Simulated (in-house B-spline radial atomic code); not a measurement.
## Binding energies in Ce⁶⁺

NIST's tabulated ground configuration is [Kr] 4d10 5s2 5p4; each binding energy is the energy of the ion with one electron taken from that subshell, relaxed, less that of the parent. Level of theory: Dirac-Hartree-Fock, average of configuration, Fermi nucleus of rms radius 4.8771 fm; calculated with a radial B-spline atomic code at the basis-set limit. Energies include first-order Breit, QED and recoil terms.

```json
{"subshell": "1s", "X-ray name": "K", "binding energy (eV)": "40532.9", "-ε (eV)": "40756.3", "relaxation (eV)": "67.3"}
{"subshell": "2s", "X-ray name": "L1", "binding energy (eV)": "6647.6", "-ε (eV)": "6699.6", "relaxation (eV)": "34.8"}
{"subshell": "3s", "X-ray name": "M1", "binding energy (eV)": "1534.3", "-ε (eV)": "1551.3", "relaxation (eV)": "14.0"}
{"subshell": "3d3/2", "X-ray name": "M4", "binding energy (eV)": "995.9", "-ε (eV)": "1012.6", "relaxation (eV)": "15.8"}
{"subshell": "3d5/2", "X-ray name": "M5", "binding energy (eV)": "977.6", "-ε (eV)": "993.5", "relaxation (eV)": "15.5"}
{"subshell": "4s", "X-ray name": "N1", "binding energy (eV)": "390.2", "-ε (eV)": "394.8", "relaxation (eV)": "4.1"}
{"subshell": "4d3/2", "X-ray name": "N4", "binding energy (eV)": "200.8", "-ε (eV)": "204.2", "relaxation (eV)": "3.4"}
{"subshell": "4d5/2", "X-ray name": "N5", "binding energy (eV)": "197.4", "-ε (eV)": "200.7", "relaxation (eV)": "3.3"}
{"subshell": "5s", "X-ray name": "O1", "binding energy (eV)": "115.1", "-ε (eV)": "115.7", "relaxation (eV)": "0.5"}
{"subshell": "5p", "X-ray name": "O2,3", "binding energy (eV)": "92.92", "-ε (eV)": "93.37", "relaxation (eV)": "0.40"}
```

Relaxation = -ε minus the binding energy without Breit, QED and recoil terms.

**Question.** What does it cost to remove both a 3s and a 3d5/2 electron?

**Answer.** 2570.9 eV, which is 59.06 eV more than the two single binding energies together.

**Question.** What does it cost to remove both a 4s and a 4d3/2 electron?

**Answer.** 618 eV, which is 27.07 eV more than the two single binding energies together.

**Question.** What does it cost to remove both a 1s and a 3d3/2 electron?

**Answer.** 41610 eV, which is 81.21 eV more than the two single binding energies together.
